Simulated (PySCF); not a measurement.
Gas-phase reaction: TiF4 + 2 Cl2 + 2 H2 ⇌ TiCl4 + 4 HF

Method: PySCF energies plus ideal-gas RRHO corrections (1 bar). † marks an energy on the PBE0/def2-TZVP geometry and frequencies. MP2 freezes the core. All species are closed-shell singlets. MP2 isn't extrapolated to the basis-set limit; its ΔH°(298 K) is -300.3 kJ in def2-SVP and -350.5 kJ in def2-TZVPP. The harmonic model lacks anharmonicity and excited electronic states, which grow with temperature; levels with a mode under 35 cm⁻¹ are left out. Soft modes under 120 cm⁻¹ make the harmonic entropy rough for TiCl4.

```json
[
 {"level": "BLYP/def2-TZVP†", "ΔE electronic, kJ": "-205", "ΔH°(298 K), kJ": "-173", "ΔS°(298 K), J/K": "35", "ΔG°(1800 K), kJ": "-225"},
 {"level": "M06-2X/def2-TZVP†", "ΔE electronic, kJ": "-294", "ΔH°(298 K), kJ": "-261", "ΔS°(298 K), J/K": "35", "ΔG°(1800 K), kJ": "-314"},
 {"level": "MP2/def2-SVP†", "ΔE electronic, kJ": "-333", "ΔH°(298 K), kJ": "-300", "ΔS°(298 K), J/K": "35", "ΔG°(1800 K), kJ": "-353"},
 {"level": "PBE/def2-TZVP†", "ΔE electronic, kJ": "-236", "ΔH°(298 K), kJ": "-203", "ΔS°(298 K), J/K": "35", "ΔG°(1800 K), kJ": "-256"},
 {"level": "PBE0/def2-QZVP†", "ΔE electronic, kJ": "-302", "ΔH°(298 K), kJ": "-270", "ΔS°(298 K), J/K": "35", "ΔG°(1800 K), kJ": "-322"},
 {"level": "ωB97M-V/def2-TZVP†", "ΔE electronic, kJ": "-261", "ΔH°(298 K), kJ": "-229", "ΔS°(298 K), J/K": "35", "ΔG°(1800 K), kJ": "-281"}
]
```
ΔH° is lowest at MP2/def2-SVP† and highest at BLYP/def2-TZVP†. No reference value is set beside these.
